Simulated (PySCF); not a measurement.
(1E)-1-bromobuta-1,3-diene (C4H5Br), SMILES C=C/C=C/Br.

The structure is a stationary point at B3LYP-D3(BJ)/def2-SVP. Other conformers were not sampled.

Two levels are set side by side: PBE/def2-TZVP (PySCF) and CAM-B3LYP/def2-TZVP (PySCF). Same geometry, gas phase. Differences are taken from unrounded values.

```json
[
 {"quantity": "orbital gap (eV)", "PBE": "3.60"},
 {"quantity": "highest occupied level (eV)", "PBE": "-5.74"},
 {"quantity": "lowest empty level (eV)", "PBE": "-2.14"},
 {"quantity": "dipole moment (D)", "PBE": "1.31"},
 {"quantity": "mean polarisability (bohr³)", "PBE": "78.8"}
]
```

These are the PBE values. What does CAM-B3LYP give? (An estimate is asked for; the answer gives what the named calculation found.)


```
quantity                     CAM-B3LYP  PBE minus CAM-B3LYP
---------------------------  ---------  -------------------
orbital gap (eV)                  7.79                -4.19
highest occupied level (eV)      -7.94                 2.20
lowest empty level (eV)          -0.15                -1.99
dipole moment (D)                 1.54                -0.24
mean polarisability (bohr³)       75.6                  3.3
```

PBE's occupied levels lie high since its potential decays too fast outside the molecule; exact exchange lowers them and widens the gap. PBE's more diffuse valence density responds more strongly to a field. Differences between two approximate levels are no errors against the true value.

Rough cost on one machine, each run with all the roots and properties that it gave: CAM-B3LYP against PBE within a factor of 2.
